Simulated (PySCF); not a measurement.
## Manganese: a sound run and one with changed settings

Sound run: Mn [Ar] 3d5 4s2, Mn⁺ [Ar] 3d5 4s1. All numbers are calculated (PySCF 2.14, the non-relativistic Hamiltonian (point nucleus), in cc-pVDZ (6s5p3d1f, 43 functions)). The sound run starts from symmetry-adapted Hartree-Fock orbitals and uses a fine grid where one is needed.

Changed run: initial guess 1e, at most 5 SCF cycles. This setting is unsound on purpose.

| species | method | sound run (hartree) | changed run (hartree) | converged |
| --- | --- | --- | --- | --- |
| Mn | UHF | -1149.86769 | -1149.74846 | no |
| Mn | B3LYP | -1151.02571 | -1151.02507 | no |
| Mn | PBE0 | -1150.78129 | -1150.78102 | no |
| Mn⁺ | UHF | -1149.64787 | -1149.64779 | no |
| Mn⁺ | B3LYP | -1150.75011 | -1150.75007 | no |
| Mn⁺ | PBE0 | -1150.52302 | -1150.52299 | no |

The SCF was stopped early; the energies are upper bounds that still move, and correlated levels were skipped or rest on poor orbitals.
